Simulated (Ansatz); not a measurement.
H₃Sb, triplet, at a GFN2-xTB geometry (a higher spin typed on purpose: for a closed-shell molecule this is an excited state) (core potentials on Sb), atoms displaced at random by about 0.08 Å a coordinate; Ansatz (a quantum-chemistry and plane-wave program) with HF/def2-SVP, gradient.

The Ansatz input:
Ansatz 0.2 input:
```yaml
crystal:
  periodic: [false, false, false]
  atoms:
    - {symbol: Sb, position_ang: [0.01779894, -0.01785931, -0.08340853]}
    - {symbol: H, position_ang: [-0.44245287, -1.93966588, 0.06595143]}
    - {symbol: H, position_ang: [0.32914923, 1.87178305, 0.01729534]}
    - {symbol: H, position_ang: [1.57256875, -0.23281028, -0.27865753]}
basis:
  gaussian:
    orbitals: def2-SVP
hamiltonian:
  xc: hf
magnetization: {spin_polarized: true, initial_magnetization: 2}
output: {forces: true}
```

The log (banner, timings and long lists left out):

```
Functional definition: HF
487 factors; integrals over basis functions are off by at most 6.4e-4 eV
mean field evaluation 1: about -6553.8451 eV, gradient 6.6e0 eV
mean field evaluation 2: about -6553.9051 eV, gradient 6.7e0 eV
mean field evaluation 4: about -6554.5699 eV, gradient 1.2e0 eV
mean field evaluation 8: about -6554.6066 eV, gradient 3.1e-3 eV
mean field -6554.60662109 eV, -240.8773504530 hartree, gradient 2.8e-5 eV, S^2 2.080242; 0 other end points of the search recorded, 0 dependent functions left out
the calculation of the forces begins
reference -6554.60662109 eV, -240.8773504530 hartree; 14, 12 occupied and 27, 29 virtual orbitals, 487 factors
Total energy: -6554.60662109 eV, -240.8773504530 hartree
Atom 0 at     0.017799    -0.017859    -0.083409 Å, force    -2.198292     0.692497     0.734257 eV/Å
Atom 1 at    -0.442453    -1.939666     0.065951 Å, force     0.190320     0.542676    -0.225586 eV/Å
Atom 2 at     0.329149     1.871783     0.017295 Å, force    -0.248692    -0.683123    -0.200906 eV/Å
Atom 3 at     1.572569    -0.232810    -0.278658 Å, force     2.256664    -0.552050    -0.307765 eV/Å
Dipole moment:     0.029666    -0.016648    -0.041439 e Å
```
